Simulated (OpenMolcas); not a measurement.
# Computed levels of Al II

```
Program             : OpenMolcas
Method              : SS-RASPT2, IPEA 0.25 Eh, imaginary shift 0.1 Eh (closed shells correlated: 2s 2p)
Basis               : ANO-RCC-VQZP [6s5p3d2f1g]
Scalar Hamiltonian  : DKH2, point nucleus
Active space        : 2 electrons in 9 orbitals (RAS2 3s 3p; RAS3 3d, at most 2 electrons)
State averaging     : 2S+1 = 3 even, 3 roots; 2S+1 = 1 even, 6 roots; 2S+1 = 3 odd, 3 roots; 2S+1 = 1 odd, 3 roots
Spin-orbit coupling : state interaction with AMFI integrals over the reference wave functions, term energies averaged over their components
```

Spin-free terms above the lowest, with the occupations of the reference:

```csv
Configuration,Term,E (cm⁻¹),Occupations
3s²,¹S,0.0,3s 1.89 3p 0.11
3s 3p,³P°,37106,3s 0.99 3p 1.00 3d 0.01
3s 3p,¹P°,59757,3s 0.94 3p 1.00 3d 0.06
```

With spin-orbit coupling, above the lowest level:

```
Configuration  Term  J  E (cm⁻¹)  Measured (cm⁻¹)      g  Term weight %
          3s²    ¹S  0       0.0              0.0                   100
        3s 3p   ³P°  0     37004            37393                   100
        3s 3p   ³P°  1     37055            37454  1.501            100
        3s 3p   ³P°  2     37157            37578  1.501            100
        3s 3p   ¹P°  1     59757            59852  1.000            100
```

Against the 4 measured excited levels shown (NIST Handbook of Basic Atomic Spectroscopic Data) the mean absolute deviation is 330 cm-1; the largest miss in energy is 3s 3p ³P°₂: computed 37157, measured 37578 cm⁻¹ (-1.1 %).

Active for correlation alone: 3d; no level in the range computed is led by a configuration that fills it, so any true level of that kind is missing. Measured partners are found by configuration, term and J. A level has none where our copy of the source lacks it or the pairing is in doubt (some pairs that miss far off the trend of their configuration count as doubtful), and it then counts in no deviation. Levels of configurations outside the active space are missing. The first state left out of the spin-orbit step lies near 110000 cm-1 above the lowest spin-free state of the reference (among the parities and spins computed), and the list stops at four fifths of that energy or lower.

The term weight is that of the spin-free term in the level, not the purity of its configuration. ° marks odd parity.
